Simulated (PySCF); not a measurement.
Compound: C₅H₈F₂.
Numbering: `[F:1][CH2:2][C:3]1([F:4])[CH2:5][CH2:6][CH2:7]1` (hydrogens: H8, H9 on C2; H10, H11 on C5; H12, H13 on C6; H14, H15 on C7)

Cartesian coordinates in Å at the GFN2-xTB level; atoms count from 1:
```
atom  x, y, z in Å
F1    -1.5458    0.0164   -1.5140
C2    -1.7411    0.1342   -0.1653
C3    -0.4075    0.0768    0.5733
F4    -0.7096    0.2033    1.9189
C5     0.4982   -1.1171    0.2437
C6     1.4656   -0.1592   -0.4727
C7     0.6797    1.0415    0.0818
H8    -2.3884   -0.6915    0.1491
H9    -2.2371    1.0938    0.0157
H10    0.9114   -1.5647    1.1443
H11    0.0399   -1.8884   -0.3708
H12    1.4046   -0.2356   -1.5550
H13    2.5050   -0.2231   -0.1624
H14    1.1726    1.5440    0.9106
H15    0.3480    1.7776   -0.6465
```

The closed-shell SCF was solved with PySCF and density fitting under several settings on one GFN2-xTB geometry (grid level 2 and gas phase unless stated).

| settings | basis functions | SCF cycles | E (Eh) | HOMO (eV) | LUMO (eV) | dipole (D) |
| --- | --- | --- | --- | --- | --- | --- |
| PBE0/pcSseg-1 | 159 | 12 | -394.5396 | -8.62 | 1.39 | 0.44 |
| PBE0/def2-SVPD | 210 | 12 | -394.3137 | -8.70 | 0.75 | 0.59 |
| WP04/aug-pcSseg-1, grid level 3 | 254 | 14 | -403.3745 | -9.90 | -1.00 | 0.61 |
| PBE/Sadlej pVTZ, start guess vsap, energy threshold 1e-06 Eh | 240 | 14 | -394.6521 | -7.12 | -0.49 | 0.57 |
| PBE0/6-311+G(2d,p), grid level 3, fitting basis def2-qzvpp-jkfit | 237 | 10 | -394.7011 | -8.64 | 0.41 | 0.58 |

**Question.** Estimate the rows for these settings: (1) LC-wPBE/cc-pVDZ; (2) HCTH407/6-31G, fitting basis def2-qzvpp-jkfit, level shift 0.1 Eh.

**Answer.** 
```csv
settings,basis functions,SCF cycles,E (Eh),HOMO (eV),LUMO (eV),dipole (D)
LC-wPBE/cc-pVDZ,138,12,-394.7909,-11.13,4.09,0.41
"HCTH407/6-31G, fitting basis def2-qzvpp-jkfit, level shift 0.1 Eh",79,10,-394.8492,-7.06,0.81,0.47
```

**Question.** Over all rows, what range does the HOMO–LUMO gap span?

**Answer.** From 6.63 eV (PBE/Sadlej pVTZ, start guess vsap, energy threshold 1e-06 Eh) to 15.22 eV (LC-wPBE/cc-pVDZ). The functional of the narrowest has no exact exchange, that of the widest range-separated exact exchange.

**Question.** And the dipole moment?

**Answer.** From 0.41 D (LC-wPBE/cc-pVDZ) to 0.61 D (WP04/aug-pcSseg-1, grid level 3); the largest is 1.49 times the smallest, and the median is 0.57 D.

**Question.** Compare two rows with the functional PBE0: PBE0/6-311+G(2d,p), grid level 3, fitting basis def2-qzvpp-jkfit and PBE0/pcSseg-1. Which energy is lower, and by how much?

**Answer.** PBE0/6-311+G(2d,p), grid level 3, fitting basis def2-qzvpp-jkfit (237 functions) lies 0.1615 Eh or 101 kcal/mol below PBE0/pcSseg-1 (159 functions).

Cycle counts include a coarse-grid stage where the run had one. All basis functions are spherical, in the Pople sets too. WP04 was designed for NMR shieldings or shifts; total energies of different functionals aren't comparable.

One conformer stands for the species.
